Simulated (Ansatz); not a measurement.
A structure relaxed at PBE-D4/def2-SVP in Ansatz, charge 1, singlet:

```xyz
9

Ga   -1.2154   -1.8768   -0.9461
Ga    1.0570    0.1416    3.6318
Ga    2.0534   -1.7633    0.0894
Ga    0.3570    2.3602   -3.1341
Ga   -2.3370    0.4806    1.2793
As   -1.2919    0.9895   -1.2148
As   -0.1342   -1.1452    1.6671
As    0.6041    0.9483    0.4392
As    0.9070   -0.1348   -1.8119
```

Question: Give its formula and point group.

Answer: Ga₅As₄⁺ (the lowest singlet isomer of a short search). Point group Cs (tolerance 0.1 Å).

Question: Summarise the bond lengths by kind (pairs closer than 1.2 times the sum of covalent radii, bridged metal pairs left out).

Answer: 9 × As–Ga 2.63 to 2.88 Å; 4 × As–As 2.52 to 2.54 Å.

The structure comes from a short search, and lower isomers may exist.
